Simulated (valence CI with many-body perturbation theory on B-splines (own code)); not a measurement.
The numbers below are computed, except where a source is named.
## From CI to CI+MBPT in Er47+

Level of theory: relativistic CI+MBPT: three valence electrons over a frozen Dirac-Fock core [Ar], radial functions for each j: 9 s, 9 p, 10 d, 8 f, 5 g, 3 h, 1 i, with the one-electron correlation potential Σ1 (screened to all orders), the two-electron term Σ2, the three-electron term Σ3, Breit, model QED; selected single and double excitations, second order for the rest (own B-spline code, finite nucleus).

No measured spectrum was set against this ion. As an estimate, large intervals hold to a few tenths of a per cent, small ones and those within an open d or f shell to about a per cent. Only levels of the ground parity were solved; by the run's estimate the other parity begins above the list, which can be wrong where configurations are misplaced.

Each rung adds one term. CI alone is the Dirac-Coulomb CI over the frozen core; QED comes last and gives the full result, which names the levels. Energies are above (3d3/2^3) J=3/2 on the same rung, in eV.

Levels are named by their leading jj configuration (3d3/2^4 stands for four electrons in 3d with j = 3/2), which in mixed levels can hold well under half, so a name can repeat and another be missing. Letters in brackets count levels of one name in rising energy.

```csv
Level,CI alone,+ Σ1,+ Σ2,+ Σ3,+ Breit,Full
(3d3/2^2 3d5/2) J=5/2 [a],42.54,42.74,43.17,43.19,41.81,41.95
(3d3/2^2 3d5/2) J=3/2,48.54,48.75,48.73,48.87,47.75,47.88
(3d3/2^2 3d5/2) J=7/2,52.32,52.54,52.81,52.81,50.66,50.80
(3d3/2^2 3d5/2) J=9/2,52.96,53.17,53.59,53.57,51.07,51.20
(3d3/2^2 3d5/2) J=1/2,53.64,53.85,53.57,53.75,52.43,52.56
(3d3/2^2 3d5/2) J=5/2 [b],73.87,74.10,73.62,73.67,72.29,72.43
(3d3/2 3d5/2^2) J=7/2 [a],93.59,94.01,94.62,94.64,91.76,92.03
(3d3/2 3d5/2^2) J=9/2,98.07,98.50,99.17,99.21,95.64,95.92
(3d3/2 3d5/2^2) J=3/2 [a],102.14,102.56,102.63,102.61,100.29,100.56
(3d3/2 3d5/2^2) J=1/2,104.90,105.33,105.19,105.41,102.88,103.15
(3d3/2 3d5/2^2) J=11/2,107.46,107.89,108.53,108.57,104.41,104.68
(3d3/2 3d5/2^2) J=5/2 [a],107.34,107.75,107.57,107.56,105.05,105.32
(3d3/2 3d5/2^2) J=5/2 [b],114.43,114.86,114.65,114.62,111.80,112.07
(3d3/2 3d5/2^2) J=7/2 [b],115.90,116.33,116.12,116.20,112.97,113.24
(3d3/2 3d5/2^2) J=3/2 [b],132.04,132.49,131.91,131.99,129.71,130.00
(3d5/2^3) J=9/2,148.43,149.06,149.83,149.81,145.28,145.69
(3d5/2^3) J=3/2,161.57,162.19,161.91,162.00,158.39,158.79
(3d5/2^3) J=5/2,170.49,171.12,170.89,170.90,167.38,167.79
```

(1) How does the ionisation energy move along the ladder, and which term matters most?

Answers

(1) CI alone 4033.3, + Σ1 4036.0, + Σ2 4041.9, + Σ3 4042.0, + Breit 4038.6, + QED 4038.8 eV. The largest step is Σ2, 6.0 eV. NIST lists 4038 ± 4 eV (theoretical).
